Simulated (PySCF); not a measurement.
# MoOCl₂: fields on a plane

These are results of PySCF, UPBE, basis Mo def2-SVP with ECP28, O def2-SVP, Cl def2-SVP (scalar-relativistic core potentials, no spin–orbit coupling, density fitting), not measurements.

The triplet minimum has Mo–Cl 2.288 Å (×2), Mo–O 1.667 Å; Cl–Mo–Cl 119.9°, Cl–Mo–O 120.0° (×2).

The plane holds Mo1 at (0.00, 0.00), O2 at (1.67, 0.00), Cl3 at (-1.15, 1.98), Cl4 at (-1.15, -1.98) Å. Columns run from x = -3.15 to 4.05 Å, rows from y = 4.35 (top) to -4.05 Å, in steps of 0.3 Å. Other isomers or separated fragments may lie lower. Core electrons replaced by a potential are absent, the electrostatic potential uses the reduced nuclear charge, and values within about 0.7 Å of such atoms have no physical meaning.

Q: Give the electrostatic potential (V) (cut at 20 V). Every second row and column.

A: 
```
-0.1 -0.1 -0.1 -0.1 -0.1 -0.1 -0.1 -0.1  0.0  0.0  0.0  0.0  0.0
-0.1 -0.1  0.0  0.1 -0.1 -0.2 -0.1 -0.1  0.0  0.0  0.0  0.0  0.0
-0.1  0.1  1.1  3.3  2.3  0.2 -0.1  0.0  0.0  0.0  0.0  0.0 -0.1
-0.1  0.6  8.4 20.0 20.0  3.5  0.2  0.1  0.1  0.0 -0.1 -0.1 -0.1
-0.1  0.9 18.5 20.0 20.0  8.3  1.4  0.7  0.2 -0.1 -0.2 -0.2 -0.1
-0.1  0.3  6.6 20.0 20.0  9.2  6.0  2.6  0.5 -0.3 -0.4 -0.3 -0.2
 0.0  0.2  1.6  6.3 17.2 20.0 20.0  8.7  7.7  1.6 -0.5 -0.4 -0.2
 0.1  0.5  1.9  7.9 20.0 20.0 20.0 20.0 20.0 16.8 -0.3 -0.5 -0.3
 0.1  0.4  1.7  6.8 20.0 20.0 20.0 16.4 20.0  7.1 -0.4 -0.5 -0.3
-0.1  0.2  2.8 11.3 14.2 16.3 12.6  4.7  1.6  0.0 -0.5 -0.3 -0.2
-0.1  0.6 13.5 20.0 20.0  8.2  2.9  1.4  0.3 -0.2 -0.3 -0.2 -0.2
-0.1  0.8 15.4 20.0 20.0  6.5  0.6  0.3  0.1  0.0 -0.1 -0.1 -0.1
-0.1  0.3  3.5 12.8  9.1  1.3  0.0  0.0  0.0  0.0 -0.1 -0.1 -0.1
-0.1  0.0  0.3  0.7  0.4 -0.1 -0.2 -0.1  0.0  0.0  0.0  0.0  0.0
-0.1 -0.1 -0.1 -0.1 -0.1 -0.1 -0.1 -0.1  0.0  0.0  0.0  0.0  0.0
```

Q: Give the electron density (e/Å³) (cut at 5 e/Å³). Lower edges of the bins (e/Å³): '0' 0.000, '1' 0.030, '2' 0.076, '3' 0.151, '4' 0.268, '5' 0.455, '6' 0.750, '7' 1.218, '8' 1.960, '9' 3.136; top 5.00.

A: 
```
0000000000000000000000000
0000000000000000000000000
0000000000000000000000000
0000111111000000000000000
0001233332100000000000000
0012355654210000000000000
0013567776421000000000000
0024679987531000000000000
0124689997531100000000000
0024679987532100000000000
0013567776432111110000000
0012355655543333332100000
0001234456876545654210000
0000123469999778986310000
0000112489559889997420000
0000112489559889997420000
0000123469999778986310000
0001234456876545654210000
0012355655543333332100000
0013567776432111110000000
0024679987532100000000000
0124689997531100000000000
0024679987531000000000000
0013567776421000000000000
0012355654210000000000000
0001233332100000000000000
0000111111000000000000000
0000000000000000000000000
0000000000000000000000000
```

With open d or f shells other occupations or spin states may lie lower.
